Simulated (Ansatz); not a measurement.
C₂H₅ClF₂Si (`FC[SiH](F)CCl`), charge 0, multiplicity 1.

Give a relaxed structure at PBE0-D4/def2-TZVP (Ansatz). (An estimate is asked.)

Computed: 
```xyz
11

F    -2.0269    0.1665    0.7550
C    -0.9540    1.0484    0.6562
Si    0.6479    0.0833    0.4531
F     0.9528   -0.7117    1.8090
C     0.4676   -1.1637   -0.9289
Cl    0.2776   -0.2144   -2.4322
H    -0.9350    1.6694    1.5584
H    -1.1254    1.7062   -0.2022
H     1.7744    1.0081    0.1879
H    -0.4193   -1.7863   -0.8117
H     1.3403   -1.8058   -1.0445
```
This is one stationary point; other conformers may exist.
